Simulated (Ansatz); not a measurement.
Ansatz (a program for electronic structure) input:

Ansatz 0.2 input:
```yaml
crystal:
  periodic: [false, false, false]
  atoms:
    - {symbol: Ta, position_ang: [-0.00100291, 0.00581629, -0.00526858]}
    - {symbol: O, position_ang: [1.62532644, 0.84164270, -0.30463246]}
    - {symbol: H, position_ang: [2.07206239, 1.38317171, -0.95597571]}
    - {symbol: O, position_ang: [0.62225396, -0.62603933, 1.61939631]}
    - {symbol: H, position_ang: [1.40162095, -0.61366991, 2.17563843]}
    - {symbol: O, position_ang: [-0.62219795, 0.62727573, -1.63415802]}
    - {symbol: H, position_ang: [-1.39817424, 0.60871922, -2.19482072]}
    - {symbol: O, position_ang: [-1.63150076, -0.82197042, 0.30045784]}
    - {symbol: H, position_ang: [-2.07188750, -1.35716663, 0.96102136]}
basis:
  gaussian:
    orbitals: def2-TZVP
hamiltonian:
  xc: b3lyp
  dispersion: d3bj
magnetization: {spin_polarized: true, initial_magnetization: 1}
relax: {f_tol: 0.002, max_steps: 150}
```

Q: What final total energy does it print?

A: -360.68795 Eh (B3LYP-D3(BJ)/def2-TZVP). The basis has 188 functions.

The spin state was set by rule; other spins were not relaxed.
